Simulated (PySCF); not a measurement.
Species: 4-bromopyridine, C5H4BrN.
SMILES with atom numbers: `[Br:1][c:2]1[cH:3][cH:4][n:5][cH:6][cH:7]1` (hydrogens: H8 on C3; H9 on C4; H10 on C6; H11 on C7)

Computed, not measured: PBE0-D3(BJ)/def2-SVP geometry optimisation, gas phase in PySCF 2.14.0.

**Question.** Give the optimised bond lengths and angles.

**Answer.** 
```csv
bond,length (pm)
Br1–C2,188.1
"C2–C3, C2–C7",139.2
"C3–C4, C6–C7",139.5
"C4–N5, N5–C6",133.0
"C3–H8, C7–H11",109.1
"C4–H9, C6–H10",109.6
```

Bonds in one row agree within 1 pm and their mean is given. A selection of angles:
```csv
angle,degrees
Br1–C2–C3,120.3
C3–C2–C7,119.5
C2–C3–C4,117.6
C2–C3–H8,121.3
C4–C3–H8,121.1
C3–C4–N5,123.9
C3–C4–H9,119.4
N5–C4–H9,116.7
C4–N5–C6,117.5
```

The 6-membered ring C2–C3–C4–N5–C6–C7 has internal angles of 117.5° to 124.0°; it is planar, 0.00 Å rms from its mean plane, widest ring torsion 0°. The 7 heavy atoms lie in one plane (0.000 Å rms). All 4 C–C bonds measure 1.392 to 1.395 Å.

Point group: C2v (tolerance 0.08 Å). Stationary, but not proved a minimum.
